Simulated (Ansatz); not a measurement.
Mo₃⁻, relaxed as a doublet with UKS PBE-D4/def2-TZVPD in Ansatz, starting from the GFN1-xTB geometry. Force threshold 0.02 eV/Å.

In the def2 sets Mo takes a core potential; there is no spin–orbit coupling. The charge -1 doublet is spin-contaminated (final ⟨S²⟩ up to 1.14, 0.75 for a pure state). The highest occupied level of the charge -1 doublet lies above zero (up to 0.61 eV). Its loss leaves the charge 0 triplet, which lies 1.17 eV higher (vertical, at PBE-D4/def2-TZVPD), but this difference is unsure: the triplet is doubtful (geometry relaxed on an unsound state). The relaxation made no stability test and no search for a lower SCF solution. The structure comes from a short search, and lower isomers may exist.

Start:

```xyz
3

Mo    1.2844   -0.0760   -0.6304
Mo   -1.1195    0.5348   -0.7167
Mo   -0.1649   -0.4589    1.3471
```

Q: Estimate the energy that the relaxation releases and the steps that it takes.

A: 1.36 eV, in 7 steps; 7.5 s on 4 threads of Intel Xeon 6975P-C on a shared host. The force fell under the threshold at step 6, but the optimiser went on. No frequencies were taken in this run, so the end may be a saddle point.

Q: Does the start keep its bonding and symmetry?

A: By distances, no bond broke or formed. The bond that changes most is Mo1–Mo3, from 2.48 to 2.19 Å (atoms count from 1). Point group D3h at the start, C2v at the end, both within 0.05 Å.

Q: Predict the relaxed structure.

A: 
```xyz
3

Mo    1.176   -0.080   -0.548
Mo   -1.032    0.481   -0.627
Mo   -0.144   -0.400    1.175
```
Bond lengths (bridged metal pairs left out): 3 × Mo–Mo 2.19 to 2.28 Å.
